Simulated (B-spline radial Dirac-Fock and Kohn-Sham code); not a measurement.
## Dipole and non-dipole photoemission parameters of Os 5s

System: atomic osmium, [Xe] 4f14 5d6 6s2; threshold 84.00 eV (tabulated edge). These are calculated numbers from an atomic code on a B-spline grid; the model is Dirac-Hartree-Slater photoionisation with a Latter tail; cross sections with all multipoles, angular parameters from the dipole term and its interference with E2.

For linearly polarised light dσ/dΩ = σ/(4π) [1 + β P₂(cos θ) + (δ + γ cos²θ) sin θ cos φ], with θ from the polarisation vector and φ the angle between the beam and the projection of the electron momentum on the plane normal to the polarisation.

```tsv
hν (eV)	σ (kb)	β	γ
100	52.7	0.301	-0.256
150	61.9	1.294	-0.025
157	61.7	1.350	0.004
184	59.5	1.498	0.099
263	49.2	1.684	0.260
300	44.2	1.724	0.305
545	23.5	1.830	0.436
1040	9.82	1.884	0.449
1080	9.28	1.886	0.445
1180	8.13	1.891	0.434
1610	5.03	1.906	0.374
1650	4.84	1.907	0.368
2500	2.46	1.922	0.230
3970	1.11	1.934	0.036
4310	0.959	1.935	0.002
4400	0.924	1.936	-0.007
7830	0.316	1.945	-0.160
8047.8	0.300	1.945	-0.162
9250	0.229	1.947	-0.158
9760	0.206	1.947	-0.152
9920	0.200	1.947	-0.149
12000	0.137	1.949	-0.090
12900	0.119	1.949	-0.054
13200	?	?	?
15000	0.0872	1.949	0.047
```

Q: Give the values at 13200 eV.

A: σ = 0.113 kb, β = 1.949, γ = -0.041. For an s subshell δ is negligible.
